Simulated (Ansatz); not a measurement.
Species: sum formula AlO₂ClH₂ (charge 0, singlet). SMILES: [OH][Al]([OH])[Cl]
Geometry from a B3LYP-D3(BJ)/def2-TZVP (Ansatz, a first-principles code) optimisation:
```xyz
6

O      1.3400    -1.3884    -0.0862
Al    -0.0362    -0.4126    -0.0247
O     -1.5733    -1.1005    -0.0630
Cl     0.1071     1.6688     0.1001
H      2.2354    -1.0481    -0.0676
H     -1.7190    -2.0463    -0.1196
```

Quantity: vertical ionisation energy (to the doublet state of charge +1; each state is the SCF solution reached for its spin), in eV. Correlated levels leave the core frozen unless marked. UHF or UKS for open shells. Spin-orbit coupling is left out. Non-relativistic. CBS marks a two-point X^-3 extrapolation of the correlation energy; Hartree-Fock from the larger set.

```json
[
 {"level": "HF/aug-cc-pV(D+d)Z", "program": "Ansatz", "vertical ionisation energy (eV)": "11.12"},
 {"level": "HF/aug-cc-pV(T+d)Z", "program": "Ansatz", "vertical ionisation energy (eV)": "11.03"}
]
```

**Question.** Predict the CCSD(T)/CBS(aug-cc-pV(T+d)Z,aug-cc-pV(Q+d)Z) result (Ansatz).

**Answer.** 12.21 eV
